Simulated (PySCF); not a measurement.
Al(F)(Br)(OMe) (CH₃AlBrFO), SMILES C[O][Al]([F])[Br].

The structure is a stationary point at B3LYP-D3(BJ)/def2-SVP. The values are those of a single conformer.

The numbers are results of TDA-B3LYP/def2-SVPD (PySCF 2.14.0), not measurements.

Vertical excitations. The molecule is in vacuum. State labels are in the subgroup Cs.

Computed lowest excited states:
```csv
state,symmetry,energy (eV),λ (nm),f,main pairs
S1,A",5.86,211,0.000,HOMO→LUMO 99 %
S2,A',5.97,208,0.030,HOMO−1→LUMO 98 %
S3,A',6.28,197,0.024,HOMO−2→LUMO 98 %
S4,A",6.41,193,0.067,HOMO−3→LUMO 98 %
S5,A",6.78,183,0.000,HOMO−1→LUMO+1 99 %
S6,A",7.11,174,0.000,HOMO−2→LUMO+1 99 %
S7,A',7.17,173,0.100,HOMO→LUMO+1 88 %
S8,A',7.52,165,0.026,HOMO−3→LUMO+1 83 %
S9,A",7.90,157,0.030,HOMO→LUMO+2 96 %
S10,A',8.00,155,0.025,HOMO−1→LUMO+2 88 %
T1,A",5.63,220,0,HOMO→LUMO 97 %
T2,A',5.69,218,0,HOMO−1→LUMO 98 %
T3,A',6.01,206,0,HOMO−2→LUMO 97 %
T4,A",6.03,206,0,HOMO−3→LUMO 97 %
```
Triplets are in the Tamm–Dancoff approximation.
